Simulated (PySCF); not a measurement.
# What a mistake does to a calculation on C2GeH9N

Calculated results; nothing here was measured. They come from PySCF 2.14.0, an open-source quantum chemistry program, on an isolated molecule that a program drew, which may never have been made. The molecule is C2GeH9N (charge 0, singlet), drawn as the SMILES string `C[CH](N)[GeH3]`.

Each row is a Hartree-Fock (HF) and frozen-core CCSD(T) single point in the cc-pVDZ basis, meant for a local HF minimum. Run 1 is clean. Each other run has one planted mistake out of seven kinds, and not every kind appears here: one electron removed, one electron added, multiplicity raised by two, geometry at a saddle point, minimal basis STO-3G, one bond length entered in bohr, all coordinates scaled. The reference is restricted for singlets and unrestricted otherwise, and also for a bond in bohr. Adding or removing an electron swaps singlet and doublet. Electrons count all cores. HOMO and LUMO are orbital energies over both spins, the gradient is its largest component, and the lowest frequency (negative if imaginary) is given only where the gradient is small. Bond lengths are over the 12 bonds as drawn. T1 is the CCSD diagnostic: over 0.02 (restricted) or 0.045 (unrestricted) a single reference is doubtful. Germanium has the cc-pVDZ-PP basis, with a core potential (ECP10MDF) in place of its 10 inner electrons, and its 3s, 3p and 3d shells are frozen in CCSD(T).

Geometry of the clean run:
```xyz
13
C2GeH9N, angstrom
C    -0.1996   -0.8414    1.9015
C    -0.6556    0.1871    0.8637
N    -0.7387   -0.3233   -0.5021
Ge   -2.4038    1.0202    1.2865
H     0.7721   -1.2638    1.6240
H    -0.9086   -1.6717    1.9788
H    -0.0977   -0.3959    2.8943
H     0.0622    1.0123    0.8527
H    -1.3545   -1.1193   -0.5420
H     0.1626   -0.6552   -0.8075
H    -2.6407    2.2437    0.3975
H    -2.4650    1.4526    2.7602
H    -3.5233   -0.0040    1.0375
```

| run | electrons | basis functions | <S^2> | HOMO (eV) | LUMO (eV) | gradient (hartree/bohr) | lowest frequency (cm^-1) | mean bond (Å) | longest bond (Å) | T1 | HF (hartree) | CCSD(T) (hartree) | mistake |
|---|---|---|---|---|---|---|---|---|---|---|---|---|---|
| 1 | 60 | 110 | 0.000 | -10.24 | 4.30 | 1.0e-05 | 134 | 1.3309 | 1.982 | 0.0088 | -428.78754 | -429.43252 | no fault |
| 2 | 59 | 110 | 0.762 | -16.69 | -5.88 | 5.8e-02 | - | 1.3309 | 1.982 | 0.0359 | -428.48953 | -429.10264 | one electron removed |
| 3 | 61 | 110 | 0.759 | 3.65 | 8.67 | 4.9e-02 | - | 1.3309 | 1.982 | 0.0475 | -428.63976 | -429.31034 | one electron added |
| 4 | 60 | 110 | 0.000 | -10.23 | 4.07 | 3.7e-02 | - | 1.4014 | 2.087 | 0.0094 | -428.75796 | -429.41636 | ? |

**Which mistake was planted in run 4, and what did it cost?**

The mean and the longest bond both change by the same factor, 1.053, and the gradient is no longer small. So the mistake is: all coordinates scaled. Subtracting run 1 and multiplying by 627.51 kcal/mol a hartree, the energy moved by 18.6 kcal/mol in HF and 10.1 kcal/mol in CCSD(T).

Cautions from the logs. Run 3: T1 is over the limit, so its CCSD(T) energy is less reliable and the HOMO is above zero, so the electron isn't bound and the energy depends on the basis.
